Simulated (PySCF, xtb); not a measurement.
C₃H₉OSi, SMILES CO[Si](C)C, multiplicity 2. Other conformers were not sampled.

Harmonic wavenumbers (cm⁻¹) from GFN2-xTB run with xtb 6.7.1 at its own minimum, in rising order: 44, 89, 105, 114, 135, 180, 224, 303, 636, 733, 750, 783, 816, 844, 855, 1058, 1116, 1128, 1359, 1368, 1403, 1480, 1484, 1486, 1487, 1490, 1495, 2946, 2957, 2973, 2978, 2994, 3040, 3041, 3055, 3059.

### Question
What does B3LYP-D3(BJ)/def2-SVP in PySCF give at its own minimum? (The exact figures need the calculation; the answer reports its results.)

### Answer
68, 95, 124, 148, 156, 194, 269, 300, 607, 671, 708, 723, 773, 826, 856, 1149, 1175, 1208, 1248, 1258, 1421, 1425, 1428, 1438, 1474, 1475, 1478, 2981, 3013, 3019, 3045, 3095, 3104, 3110, 3124, 3133. Paired by order, the mean absolute difference is 46 cm⁻¹ and the zero-point energies are 71.5 and 71.9 kcal/mol.
